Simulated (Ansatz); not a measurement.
`BC1[SiH2][SiH2]1` + `N=C=O` → `BN=C=O` + `C1[SiH2][SiH2]1` at 400 K and 1 bar (ligand exchange at a B–C bond).

Program: Ansatz. Geometries: PBE0-D4/def2-TZVP. ΔE: electronic, gas phase. CBS: MP2 limit from def2 TZ/QZ plus the TZ coupled-cluster correction, frozen cores. This one scheme is used for every species. One conformer a species, not always the lowest.

```tsv
species	CCSD(T)/CBS energy (Eh)	H − E (kJ/mol)	S (J/(mol·K))
`BC1[SiH2][SiH2]1`	-645.16518	218.6	361.5
`N=C=O`	-168.51995	72.4	252.4
`BN=C=O`	-193.93341	111.1	304.0
`C1[SiH2][SiH2]1`	-619.77066	180.7	317.8
```

H − E and S are ideal-gas, rigid-rotor, harmonic terms from PBE0-D4/def2-TZVP, for one conformer and one mirror image of each species. 1 Eh = 2625.50 kJ/mol, R = 8.31446 J/(mol·K).

By hand: ΔE, ΔH, ΔS and ΔG.

ΔE = (-193.93341) + (-619.77066) − (-645.16518) − (-168.51995) = -0.01894 Eh = -49.7 kJ/mol. Δ(H − E) = 111.1 + 180.7 − 218.6 − 72.4 = 0.8, so ΔH = -48.9 kJ/mol. ΔS = 304.0 + 317.8 − 361.5 − 252.4 = 7.9 J/(mol·K). ΔG = -48.9 − 400 × (7.9)/1000 = -52.1 kJ/mol.

By hand: the equilibrium constant, and the temperature at which ΔG would vanish if ΔH and ΔS stayed fixed.

log₁₀ K = −ΔG/(RT ln 10) = 6.8. ΔH and −TΔS have one sign here, so there is no such temperature.

The number of gas molecules stays the same, so ΔS is small and ΔH decides. A doubt of 5 kJ/mol in ΔE shifts log₁₀ K by 0.7 here. Other conformers and mirror images would add mixing entropy, several J/(mol·K) or more a flexible species. These are equilibria of isolated gas molecules and say nothing of rates. Largest T1 diagnostic: 0.018 (customary marks: 0.02 for closed shells, 0.045 for open ones).

ΔS is within the doubt of such terms, so its sign, and with it that verdict, could turn.
